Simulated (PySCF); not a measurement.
A structure optimised at PBE-D3(BJ)/def2-SVP, used in a PySCF frequency run:

```xyz
8

Ge     0.4498     0.8788     0.0000
C     -1.1942     1.9409     0.0000
Br    -0.1515    -1.3834     0.0000
H      1.3010     1.1090    -1.2757
H      1.3010     1.1090     1.2757
H     -1.7925     1.7075     0.9010
H     -0.9415     3.0202     0.0000
H     -1.7925     1.7075    -0.9010
```

Problem. Write its SMILES, formula and point group.

Solution. [CH3][GeH2][Br], CH5BrGe, Cs

Problem. What are its rotational constants (standard atomic weights)?

Solution. 10.392, 1.8306, 1.6050 GHz
